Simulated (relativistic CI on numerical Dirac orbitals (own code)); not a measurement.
# Hyperfine structure of Ba⁵¹⁺, mass number 137

Method of calculation: Dirac-Coulomb-Breit CI, orbitals from a KLI potential per configuration, a model potential for QED, unscaled Slater integrals (own radial code, finite nucleus).

CI space (outside the closed core 1s2): 2s²2p, 2s2p², 2p³, 2p²3s, 2p²3p, 2p²3d, 2s²3s, 2s²3p, 2s²3d, 2s2p3s, 2s2p3p, 2s2p3d, 2s²4s, 2s²4p, 2s²4d, 2s²4f. Levels of other configurations are missing.

Nuclear spin I = 3/2, μ = 0.9375 μN, Q = 0.236 b (tables of Stone and Pyykkö). The electronic factors are computed for point nuclear moments, without core polarisation or the Bohr-Weisskopf and QED corrections.

```
       Level   E (Ry)  A (GHz)  B (GHz)
2s²2p ²P°1/2   0.0000     1486         
 2s2p² ⁴P1/2  12.7052     4515         
2s²2p ²P°3/2  30.9140    221.6      158
 2s2p² ⁴P3/2  39.7374     1169      125
 2s2p² ²D5/2  42.1851     1349      111
 2s2p² ²P1/2  46.0552    -1523         
 2s2p² ²D3/2  46.0778    11.58     96.5
 2s2p² ⁴P5/2  72.0091     1115     46.7
```

Levels with J = 0, under 50 % of one LS term, or S terms without an open s electron are left out. Small factors come from cancelling terms and can be off by tens of per cent or more.

At this charge energies of transitions that change n are usually good to better than 1 %, and those within a shell (Δn = 0) to a few per cent.

Q: Give the hyperfine levels of 2s²2p ²P°1/2 relative to its centre of gravity.

A: With K = F(F + 1) − I(I + 1) − J(J + 1), E = AK/2: F = 1: -1858, F = 2: 1115 GHz.

LS names give the leading component of a level, which can be under half, so a name can repeat, a term be missing and a line seem to break the LS rules.
